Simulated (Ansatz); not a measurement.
`[AgH]`. Total charge 0; spin multiplicity 1. Correlated methods include outer-core shells of Ag, which these sets cover unevenly. Ag takes the def2 core potential.

```json
{"atom": "Ag1", "x (Å)": "-0.372", "y (Å)": "0.054", "z (Å)": "-0.716"}
{"atom": "H2", "x (Å)": "0.372", "y (Å)": "-0.054", "z (Å)": "0.716"}
```

**Question.** Give the diagnostics of a CCSD(T)/def2-TZVPP run (all electrons outside any core potential correlated, Ansatz). (Estimate.)

**Answer.** The calculation gave: T1 = 0.0261, largest single amplitude 0.090, largest double 0.045, (T) share of the correlation energy 3.0 %, 11 CCSD cycles. The RHF solution is stable towards an unrestricted one. T1 lies over the customary mark of 0.02 for closed shells; compounds of d metals often pass it without a breakdown.
